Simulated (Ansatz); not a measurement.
FH2O3V, SMILES `[O]=[V]([OH])([OH])[F]`. The species carries charge 0 and has multiplicity 1. Correlated methods include outer-core shells of V, which these sets cover unevenly. Scalar relativity is left out up to krypton.

Z-matrix (Å, degrees):
```
V
O 1 1.753
O 1 1.753 2 109.6
O 1 1.552 2 109.1 3 -119.3
F 1 1.733 2 109.9 3 120.9
H 2 0.962 1 122.1 3 123.8
H 3 0.962 1 122.1 2 -123.8
```

Problem. Give the diagnostics of a CCSD(T)/def2-TZVPP run (frozen core, the Gaussian-basis code of Ansatz). (An estimate is asked.)

Solution. The calculation gave: T1 = 0.0320, largest single amplitude 0.069, largest double 0.028, (T) share of the correlation energy 6.1 %, 15 CCSD cycles. The RHF solution is stable towards an unrestricted one. T1 lies over the customary mark of 0.02 for closed shells; compounds of d metals often pass it without a breakdown.
